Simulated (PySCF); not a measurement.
Predicted microwave data (PBE0/pcSseg-1 in PySCF (dipole) on a GFN2-xTB geometry, gas phase) for one isomer of C6H7FN2Si:

- Rotational constants: A = 1124, B = 927.7, C = 581.8 MHz
- Dipole components: |μa| = 0.21 D, |μb| = 1.79 D, |μc| = 1.95 D
- Inertial defect: -125.63 u·Å²
- κ: 0.28

Question: Which candidate fits, each taken in the one conformer that was computed?
A. `[CH:1]#[C:2][SiH2:3][n:4]1[n:5][cH:6][c:7]([F:8])[c:9]1[CH3:10]` with C2–Si3–N4–N5 -117°
B. `[N:1]#[C:2]/[CH:3]=[C:4](/[CH2:5][C:6]#[N:7])[CH2:8][SiH2:9][F:10]` with C3–C4–C5–C6 116°, C3–C4–C8–Si9 90°, C4–C8–Si9–F10 58°
C. `[CH:1]#[C:2][CH2:3][n:4]1[n:5][c:6]([F:7])[cH:8][c:9]1[SiH3:10]` with C2–C3–N4–N5 102°
D. `[CH3:1][Si@:2]1([NH2:3])[CH:4]=[CH:5][C:6]([C:7]#[N:8])=[C:9]1[F:10]` with C1–Si2–N3–H 38° and -179°

Answer: B. It is N#C/C=C(/CC#N)C[SiH2]F, an asymmetric top, point group C1. The candidates at the same level (rigid rotor, commonest isotopes):

```csv
SMILES,A (MHz),B (MHz),C (MHz),μa (D),μb (D),μc (D),Δ (u·Å²),point group,rotor
C#C[SiH2]n1ncc(F)c1C,2116,751.1,637.7,2.35,1.59,0.68,-119.20,C1,asymmetric top
C#CCn1nc(F)cc1[SiH3],1570,877.2,626.6,3.05,1.56,0.23,-91.47,C1,asymmetric top
N#C/C=C(/CC#N)C[SiH2]F,1124,927.7,581.8,0.21,1.79,1.95,-125.63,C1,asymmetric top
C[Si@]1(N)C=CC(C#N)=C1F,2050,783.2,679.6,5.70,0.70,0.45,-148.14,C1,asymmetric top
```

`C#C[SiH2]n1ncc(F)c1C` has A 88 % too high; `C[Si@]1(N)C=CC(C#N)=C1F` has A 82 % too high; `C#CCn1nc(F)cc1[SiH3]` has A 40 % too high. No structure here is proved a minimum.
